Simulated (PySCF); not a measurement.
C2H3BBrF, SMILES C=CB(F)Br. Geometry optimised at PBE-D3(BJ)/def2-SVP. This is a generated structure with no PubChem entry under its InChIKey; it may be hypothetical. Other conformers were not sampled.

Method: PySCF with PBE-D3(BJ)/def2-SVP.

Harmonic wavenumbers (cm⁻¹): 104, 167, 312, 373, 422, 521, 656, 933, 978, 1004, 1092, 1226, 1311, 1389, 1638, 3060, 3075, 3160. Rotational constants (GHz): 4.267, 2.261, 1.478; symmetry number 1.

Problem. Work out the zero-point energy and the ideal-gas rigid-rotor harmonic-oscillator thermochemistry at 298.15 K and 1 atm.

Solution. ZPE = ½ Σ hcν = ½ × 21420 cm⁻¹ = 128.12 kJ/mol. H − E(el) = 145.64 kJ/mol. Entropy in J/(mol K): translation 170.08, rotation 115.12, vibration 44.31, total 329.51. G − E(el) = 47.40 kJ/mol. Cp = 85.78 J/(mol K). Modes under 150 cm⁻¹ make the vibrational entropy uncertain.
